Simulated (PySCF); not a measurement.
H₄PSi, SMILES [SiH2]P, multiplicity 2.

Coordinates come from a B3LYP-D3(BJ)/def2-TZVP optimisation. The isomer is the one that the SMILES or the coordinates give; other isomers of the formula were not compared.

Level of theory: TDA-CAM-B3LYP/def2-TZVPD (PySCF 2.14.0).

Vertical excitations. The molecule is in vacuum.

Computed UV-visible absorptions:
| state | energy (eV) | λ (nm) | f | main pairs |
|---|---|---|---|---|
| root 1 | 3.80 | 326 | 0.043 | β HOMO→LUMO 88 % |
| root 2 | 4.58 | 270 | 0.069 | α HOMO→LUMO 55 %, α HOMO→LUMO+1 29 % |
| root 3 | 4.82 | 257 | 0.030 | α HOMO→LUMO+1 53 %, α HOMO→LUMO 36 % |
| root 4 | 4.83 | 257 | 0.004 | α HOMO→LUMO+2 78 %, α HOMO→LUMO+3 14 % |
| root 5 | 5.14 | 241 | 0.032 | α HOMO→LUMO+1 7 %, β HOMO−1→LUMO 84 % |
| root 6 | 5.18 | 239 | 0.012 | α HOMO→LUMO+3 20 %, β HOMO−2→LUMO 71 % |
| root 7 | 5.29 | 235 | 0.013 | α HOMO→LUMO+3 59 %, β HOMO−2→LUMO 24 % |
| root 8 | 5.76 | 215 | 0.028 | α HOMO→LUMO+4 83 % |
| root 9 | 6.16 | 201 | 0.000 | α HOMO→LUMO+2 8 %, α HOMO−1→LUMO+2 8 %, β HOMO→LUMO+3 71 % |
| root 10 | 6.20 | 200 | 0.028 | α HOMO→LUMO+5 54 %, β HOMO→LUMO+1 11 %, β HOMO→LUMO+2 6 % |
Unrestricted roots are not spin-pure.
